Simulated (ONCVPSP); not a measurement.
# Potentials for strontium compared

Generated with ld1.x 7.5 (TM, RRKJ, ultrasoft, PAW), atompaw 4.2 or ONCVPSP 4.0.1. The cutoff is in Ry: for ld1.x and atompaw files where the sum of valence levels is converged to 10 mRy in a Bessel basis, for ONCV files where the hardest occupied wave has 1 mHa per electron of residual kinetic energy. The error is the largest all-electron minus pseudo excitation energy over each file’s own four to seven test configurations (ionisations up to +4, promotions, holes and added fractions of an electron), all of which were solved. The labels leave out finer settings (local radius, basis sizes, second energies), which also bear on the numbers. Spin-polarised tests are not counted. The rows are a selection from randomly drawn settings: files with unsolved tests, undetermined cutoffs or missed reference levels are left out.

```csv
potential,cutoff (Ry),largest error (meV),bound ghosts
"ONCV, PBE, non-relativistic, rc 2.10/1.60/2.30 (spd), local smoothed, core correction yes, reference 4s2 4p6 5s2, qcut 4.7/4.3/4.4, projectors 2/2/1",75,-145,none
"ONCV, PBEsol, scalar-relativistic, rc 2.10/2.00/1.65 (spd), local smoothed, core correction yes, reference 4s2 4p6, qcut 7.2/6.7/4.9, projectors 2/2/2",29,-29,none
"ONCV, PBEsol, scalar-relativistic, rc 2.40/1.45/2.30 (spd), local smoothed, core correction yes, reference 4s2 4p6 5s0.5, qcut 4.7/4.7/4, projectors 2/2/2",123,-0.9,none
"ONCV, PBEsol, non-relativistic, rc 2.45/2.05/2.45 (spd), local smoothed, core correction yes, reference 4s2 4p6 5s1, qcut 3.8/8.2/4.6, projectors 2/1/3",34,-1.8,none
"ONCV, LDA (Perdew-Wang 92), scalar-relativistic, rc 2.05/1.90/2.05 (spd), local smoothed, core correction no, reference 4s2 4p6 5s1, qcut 5/7.4/5.2, projectors 3/1/2",37,+9.8,none
```

Fill in the row for Sr: ONCV, PBEsol, scalar-relativistic, rc 2.40/2.85/2.20 (spd), local smoothed, core correction no, reference 4s2 4p6 5s1.75 5p0.25, qcut 4.4/6.2/4.3, projectors 2/2/2.

cutoff 16 Ry, largest error -8.9 meV, bound ghosts: none.
